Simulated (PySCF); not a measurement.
**IMoN: double against triple zeta**

Base calculation in PySCF with density fitting and no spin–orbit coupling, PBE0/def2-SVP (scalar-relativistic core potentials): triplet, Cs, Mo–I 2.668 Å, Mo–N 1.609 Å; I–Mo–N 116.9°; wavenumbers 126, 230, 1169 cm⁻¹; dipole moment 4.65 D, polar-tensor charge of Mo 1.16 e, atomisation energy (no zero-point energy) 777 kJ/mol.

Question: What changes on going to PBE0/def2-TZVP (scalar-relativistic core potentials)?

Answer: The point group stays the same. Changes: mean bond to Mo -0.006 Å, smallest bond angle -0.2 degrees, highest wavenumber -17 cm⁻¹, lowest wavenumber +4 cm⁻¹, dipole moment -0.03 D, polar-tensor charge of Mo -0.01 e, atomisation energy (no zero-point energy) -3 kJ/mol. The new structure has Mo–I 2.654 Å, Mo–N 1.611 Å; I–Mo–N 116.7°, with wavenumbers 130, 231, 1152 cm⁻¹. The larger basis shortens the bonds, as added polarisation functions usually do.

Open d or f shells are single determinants, so the state found may not be the ground state. Only the bonding shown was studied: isomers, or loss of a ligand pair, can lie lower.
